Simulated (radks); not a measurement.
Initial-state core-level shifts of the titanium ion Ti+ when its valence configuration changes from [Ar] 3d2 4s1. Method: non-relativistic Kohn-Sham, PBE, spin-polarised, spherical densities, point nucleus; open shells are filled with parallel spins first; computed with a radial shooting solver on a logarithmic mesh with Libxc functionals. Shifts are changes of the shell-averaged eigenvalues in eV (positive: less bound); the change of the density at the nucleus, which sets a Mossbauer isomer shift, is in e/bohr^3, on a base of 7141.

| valence | 1s | 2s | 2p | 3s | density at nucleus |
|---|---|---|---|---|---|
| 3d1 4s1 4p1 | -7.185 | -8.156 | -8.065 | -6.924 | +1.9868 |
| 3d2.5 4s0.5 | +2.506 | +2.903 | +2.866 | +2.515 | -2.4670 |
| 3d1.5 4s1 4p0.5 | -3.442 | -3.889 | -3.846 | -3.365 | +0.9082 |
| 3d1 4s2 | -6.189 | -7.139 | -7.055 | -5.942 | +5.8625 |
| 3d2 4s0.5 4p0.5 | -0.594 | -0.573 | -0.573 | -0.592 | -1.8507 |
| 3d3 | +4.643 | +5.374 | +5.305 | +4.719 | -4.5671 |
| 3d0.5 4s2 4p0.5 | -10.329 | -11.872 | -11.735 | -9.763 | +7.6100 |
| 3d2 4p1 | -1.182 | -1.138 | -1.138 | -1.177 | -3.7265 |
| 4s1 4p2 | -15.458 | -17.685 | -17.486 | -14.440 | +4.6654 |
